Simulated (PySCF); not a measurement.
Computed beside measured shifts

System: C8H20O4Si (measured compound), SMILES CCO[Si](OCC)(OCC)OCC.

Atom-mapped SMILES (hydrogens are numbered by the atom that bears them): [CH3:1][CH2:2][O:3][Si:4]([O:5][CH2:6][CH3:7])([O:8][CH2:9][CH3:10])[O:11][CH2:12][CH3:13]

Computed with GIAO PBE0/pcSseg-2, gas phase, PySCF SCF with an in-house response code, fitting set def2-universal-JFIT up to Ne and JKFIT beyond, grid level 2, non-relativistic, on the PBE0-D3(BJ)/def2-SVP geometry.

One optimised conformer. Values are averaged over the atoms that symmetry or fast rotation interchanges, on this one geometry and without vibrational averaging. Shifts are the reference shielding less the shielding here, at the same level (13C, 1H, 29Si against isolated TMS; 17O against isolated H2O); nuclei without a reference have shieldings only.

**Question.** What shifts does this level give for Si4, Si4, and how do they compare with measurement?

**Answer.** 
| atom | nucleus | computed / ppm | measured / ppm | computed less measured | measured against | medium of the measurement |
| --- | --- | --- | --- | --- | --- | --- |
| Si4 | 29Si | -87.6 | -82.22 | -5.4 | TMS (internal) | neat |
| Si4 | 29Si | -87.6 | -81.97 | -5.6 | TMS (internal) | ethanol |

Measured values: T. M. Alam, M. Henry, Phys. Chem. Chem. Phys. (a906445a), supplement.
